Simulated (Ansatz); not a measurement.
The same path of a periodic cell of 31 atoms, Al (host Al, host structure fcc, one Al atom removed) was run twice with different band settings.

Theory: DFT PBE, scalar-relativistic, plane waves, PAW (Ansatz). Settings: PAW set soft_1, cutoff 420 eV, k mesh 3x3x3, fermi-dirac smearing 0.15 eV, no spin polarisation.

Relaxed end points:

```xyz
31
Lattice="8.1000 0.0000 0.0000 0.0000 8.1000 0.0000 0.0000 0.0000 8.1000" Properties=species:S:1:pos:R:3
Al 4.049 0.016 0.016
Al 6.052 2.020 0.017
Al 6.053 0.016 2.020
Al -0.001 -0.010 -0.010
Al 2.046 2.020 0.017
Al 4.049 4.024 0.016
Al 6.078 6.070 -0.010
Al 2.045 0.015 2.020
Al 6.053 4.025 2.020
Al 4.049 0.016 4.023
Al 6.053 2.021 4.023
Al 6.079 -0.007 6.069
Al -0.001 4.049 -0.010
Al 2.019 6.069 -0.009
Al 0.000 2.019 2.019
Al 2.045 4.023 2.021
Al 4.048 6.070 2.020
Al -0.001 -0.010 4.049
Al 2.047 2.020 4.024
Al 4.050 4.024 4.024
Al 6.079 6.071 4.050
Al 2.018 -0.010 6.070
Al 4.048 2.020 6.070
Al 6.078 4.050 6.070
Al -0.001 6.069 2.020
Al -0.001 4.049 4.050
Al 2.019 6.070 4.050
Al 0.000 2.020 6.070
Al 2.020 4.050 6.070
Al 4.049 6.071 6.070
Al -0.002 6.069 6.070
```

```xyz
31
Lattice="8.1000 0.0000 0.0000 0.0000 8.1000 0.0000 0.0000 0.0000 8.1000" Properties=species:S:1:pos:R:3
Al 4.057 0.000 -0.007
Al 6.075 2.018 -0.007
Al 6.075 0.000 2.025
Al -0.007 0.000 -0.007
Al 2.025 2.051 0.026
Al 4.024 4.050 0.026
Al 6.075 6.082 -0.007
Al 2.025 0.000 2.025
Al 6.075 4.050 2.025
Al 4.057 0.000 4.057
Al 6.075 2.018 4.057
Al 6.075 0.000 6.075
Al 0.026 4.050 0.026
Al 2.025 6.049 0.026
Al 0.026 2.051 2.025
Al 4.024 2.051 2.025
Al 4.024 6.049 2.025
Al -0.007 0.000 4.057
Al 2.025 2.051 4.024
Al 4.024 4.050 4.024
Al 6.075 6.082 4.057
Al 2.025 0.000 6.075
Al 4.057 2.018 6.075
Al 6.075 4.050 6.075
Al 0.026 6.049 2.025
Al 0.026 4.050 4.024
Al 2.025 6.049 4.024
Al -0.007 2.018 6.075
Al 2.025 4.050 6.075
Al 4.057 6.082 6.075
Al -0.007 6.082 6.075
```

Common settings: climbing image yes; spring 5.0 eV/Å²; optimiser quadratic models (default); force threshold 0.05 eV/Å; end points relaxed.

| run | movable images | start path | iteration limit |
| --- | --- | --- | --- |
| 1 | 7 | IDPP | 27 |
| 2 | 1 | default | 50 |

What does each run give, and how far can it be trusted?

Run 1: converged after 4 iterations, highest image 0.630 eV above the first end. By the program's own check the climbing image is a first-order saddle point (lowest curvatures found: -1.36 and 0.77 eV/Å²).
Run 2: converged after 4 iterations, highest image 0.630 eV above the first end. The order of the stationary point at the top wasn't checked. So few images can step over the top or miss a turn of the path.
Limits of this set-up: coarse k mesh, a small cell, in which the defect meets its images.
